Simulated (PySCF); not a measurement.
`CC1=CC[C@@H](C)[Si@@H]1O`, C6H12OSi

Molfile (atoms numbered from 1):
```
C6H12OSi
     RDKit          3D

 20 20  0  0  0  0  0  0  0  0999 V2000
    2.8679   -0.2011   -0.1235 C   0  0  0  0  0  0  0  0  0  0  0  0
    1.3843   -0.2173   -0.2965 C   0  0  0  0  0  0  0  0  0  0  0  0
    0.7477   -0.9328   -1.2213 C   0  0  0  0  0  0  0  0  0  0  0  0
   -0.7498   -0.9009   -1.2616 C   0  0  0  0  0  0  0  0  0  0  0  0
   -1.2799    0.2665   -0.4109 C   0  0  1  0  0  0  0  0  0  0  0  0
   -2.6012   -0.0778    0.2643 C   0  0  0  0  0  0  0  0  0  0  0  0
    0.1523    0.7281    0.7713 Si  0  0  2  0  0  4  0  0  0  0  0  0
    0.4160    2.3250    0.9867 O   0  0  0  0  0  0  0  0  0  0  0  0
    3.3650   -0.8057   -0.8804 H   0  0  0  0  0  0  0  0  0  0  0  0
    3.2446    0.8195   -0.1834 H   0  0  0  0  0  0  0  0  0  0  0  0
    3.1291   -0.5861    0.8613 H   0  0  0  0  0  0  0  0  0  0  0  0
    1.2575   -1.5642   -1.9389 H   0  0  0  0  0  0  0  0  0  0  0  0
   -1.1235   -1.8464   -0.8550 H   0  0  0  0  0  0  0  0  0  0  0  0
   -1.1048   -0.8411   -2.2944 H   0  0  0  0  0  0  0  0  0  0  0  0
   -1.4670    1.1114   -1.0839 H   0  0  0  0  0  0  0  0  0  0  0  0
   -3.3584   -0.3507   -0.4707 H   0  0  0  0  0  0  0  0  0  0  0  0
   -2.9695    0.7726    0.8343 H   0  0  0  0  0  0  0  0  0  0  0  0
   -2.4738   -0.9133    0.9493 H   0  0  0  0  0  0  0  0  0  0  0  0
    0.0126    0.3101    2.1598 H   0  0  0  0  0  0  0  0  0  0  0  0
    0.5459    2.9148    0.2485 H   0  0  0  0  0  0  0  0  0  0  0  0
  1  2  1  0
  2  3  2  0
  3  4  1  0
  4  5  1  0
  5  6  1  0
  5  7  1  0
  7  8  1  0
  7  2  1  0
  1  9  1  0
  1 10  1  0
  1 11  1  0
  3 12  1  0
  4 13  1  0
  4 14  1  0
  5 15  1  6
  6 16  1  0
  6 17  1  0
  6 18  1  0
  7 19  1  1
  8 20  1  0
M  END
```

Computed with TDDFT B3LYP/def2-SVPD circular dichroism and optical rotation, one conformer, gas phase in PySCF. Geometry: GFN2-xTB.

The molecule is flexible and this is one conformer; a measurement averages over conformers. States above about 6.9 eV (minus the energy of the highest occupied orbital) lie near or above the ionisation threshold and depend on the basis.

(1) Draw the ECD and absorption spectra from the lowest 8 states, each a Gaussian of half-width 0.35 eV at 1/e height.

Answers

(1) 
```
E (eV)  λ (nm)  Δε (L mol⁻¹ cm⁻¹)  ε (L mol⁻¹ cm⁻¹)
  5.23     237              -0.11              79.3
  5.33     233              -0.25               172
  5.43     228              -0.50               326
  5.53     224              -0.90               556
  5.63     220              -1.55               873
  5.73     216              -2.57              1300
  5.83     213              -4.07              1860
  5.93     209              -6.00              2540
  6.03     206              -7.94              3250
  6.13     202              -9.09              3850
  6.23     199              -8.41              4220
  6.33     196              -5.21              4360
  6.43     193              +0.32              4370
  6.53     190              +6.98              4380
  6.63     187             +13.05              4470
  6.73     184             +17.15              4580
  6.83     182             +18.74              4560
```
Δε uses R in velocity form, ε uses f in length form. Only the states computed contribute, so the short-wavelength end is incomplete.
